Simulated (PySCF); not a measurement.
TlCl, SMILES [Cl][Tl].

The structure is a stationary point at B3LYP-D3(BJ)/def2-TZVP. The def2 effective core potentials stand for the cores of Tl; spin–orbit coupling is left out.

Two levels are set side by side: PBE/def2-TZVPD (PySCF) and CAM-B3LYP/def2-TZVPD (PySCF). Same geometry, gas phase. Differences are taken from unrounded values.

```csv
quantity,CAM-B3LYP,PBE,PBE minus CAM-B3LYP
orbital gap (eV),7.64,3.99,-3.65
highest occupied level (eV),-8.76,-6.49,2.27
lowest empty level (eV),-1.12,-2.50,-1.38
dipole moment (D),4.90,4.55,-0.35
mean polarisability (bohr³),54.4,56.8,2.3
```

PBE's occupied levels lie high since its potential decays too fast outside the molecule; exact exchange lowers them and widens the gap. Loosely held outer electrons make PBE densities more polarisable. Differences between two approximate levels are no errors against the true value.

Rough cost on one machine, each run with all the roots and properties that it gave: CAM-B3LYP against PBE within a factor of 2.
